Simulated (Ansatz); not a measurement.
Mulliken charges of `C#[C][Ti]([F])([F])[F]` from PBE/def2-TZVPP in Ansatz (PBE0-D4/def2-TZVP geometry).

```tsv
atom	x (Å)	y (Å)	z (Å)	charge (e)
C1	0.030	-1.542	1.427	-0.192
C2	0.019	-0.655	0.598	-0.276
Ti3	-0.003	0.810	-0.773	1.138
F4	-1.238	0.454	-1.944	-0.292
F5	1.557	0.873	-1.539	-0.292
F6	-0.344	2.314	0.031	-0.292
H7	0.041	-2.322	2.155	0.206
```

By hand: the dipole of these point charges (1 e Å = 4.8032 D).

Σ q r = (0.001, -0.143, 0.133) e Å, of length 0.195 e Å = 0.94 D.

How does the dipole of the full density compare? (Estimate.)

The calculation gave: (0.003, -0.250, 0.234) e Å, 1.64 D; the point charges give 0.57 times that, at 0° from its direction.

Point charges leave out the atoms' own dipoles, such as those of lone pairs, and Mulliken's split depends on the basis, so the two needn't agree.
